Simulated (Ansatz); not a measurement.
Relaxation of CH7BrSi (10 atoms, charge 0, multiplicity 1), to a largest force component of 0.03 eV/Å in at most 50 steps.

Theory: RKS B3LYP/def2-SVP in Ansatz 0.2.0.

```xyz
10
Properties=species:S:1:pos:R:3:forces:R:3
Si -1.480 -0.029 -0.619 -1.03 -0.50 -0.76
Br -0.606 -1.928 -1.563 -0.06 0.48 0.31
H -1.919 0.802 -1.772 -0.01 0.01 -0.02
H -0.638 0.775 0.256 0.01 0.00 0.00
H -2.671 -0.494 0.142 -0.01 -0.01 0.01
H 1.337 -0.632 -0.012 -0.16 -0.33 -0.33
C 1.444 0.173 0.703 1.27 0.32 0.77
H 1.320 1.149 0.219 0.00 0.01 0.01
H 2.469 0.123 1.108 -0.01 0.00 0.01
H 0.744 0.060 1.538 0.00 0.00 0.00
```

Q: Where does it end, and by what steps?

A: The forces met the threshold. The force dipped under the threshold on the way, but the program's further checks kept it going. After 15 steps the energy has fallen by 0.471 eV; H10 moved furthest, 1.09 Å.

| step | energy less start (eV) | largest force component (eV/Å) | accepted |
| --- | --- | --- | --- |
| 0 | 0.0000 | 1.266 | yes |
| 1 | -0.2949 | 0.316 | yes |
| 2 | -0.3942 | 0.205 | yes |
| 3 | -0.4445 | 0.192 | yes |
| 4 | -0.4597 | 0.148 | yes |
| 5 | -0.4638 | 0.064 | yes |
| 6 | -0.4660 | 0.017 | yes |
| 7 | -0.4639 | 0.352 | no |
| 8 | -0.4675 | 0.044 | yes |
| 9 | -0.4680 | 0.176 | yes |
| 10 | -0.4690 | 0.081 | yes |
| 11 | -0.4697 | 0.009 | yes |
| 12 | -0.4705 | 0.094 | yes |
| 13 | -0.4705 | 0.129 | yes |
| 14 | -0.4714 | 0.052 | yes |
| 15 | -0.4715 | 0.018 | yes |

```xyz
10
Properties=species:S:1:pos:R:3
Si -2.226 -0.122 -1.001
Br -0.912 -1.816 -1.669
H -2.674 0.625 -2.206
H -1.433 0.762 -0.108
H -3.397 -0.679 -0.274
H 1.498 -0.344 0.371
C 2.128 0.246 1.051
H 2.197 1.280 0.685
H 3.134 -0.195 1.093
H 1.686 0.243 2.058
```

The run took 35 s on 2 threads of Arm Neoverse V1, on a shared host, peak memory 0.21 GiB.
